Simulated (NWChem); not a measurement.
Species: Se, triplet

Results from NWChem. Spin-unrestricted. Medium grid unless said otherwise, to which SCAN and Minnesota functionals are sensitive. The open p shell is one determinant without spherical averaging. No stability test was run on the SCF state. Total energies of different functionals are on different scales.

| level | energy (Ha) | highest occupied level (eV) | lowest empty minus highest occupied level, either spin (eV) | <S²> |
|---|---|---|---|---|
| B3LYP/def2-SVP | -2401.2301 | -6.39 | 1.87 | 2.00 |
| PBE/def2-SVP | -2400.8302 | -5.40 | 0.19 | 2.00 |
| M05-2X/def2-SVP | -2401.1429 | -7.91 | 4.38 | 2.00 |
| TPSSh/def2-SVP | -2401.1294 | -6.05 | 1.33 | 2.00 |
| PW6B95/def2-SVP | -2402.2797 | -6.66 | 2.49 | 2.00 |
| B97-2/def2-SVP | -2401.8233 | -6.38 | 1.81 | 2.00 |
| MN15/def2-SVP | -2401.4958 | -7.17 | 3.98 | 2.00 |
| M06/def2-SVP | -2401.1144 | -6.55 | 2.29 | 2.00 |
| N12/def2-SVP | -2402.5444 | -5.11 | 0.05 | 2.00 |
| revPBE/def2-SVP | -2400.9973 | -5.38 | 0.29 | 2.00 |
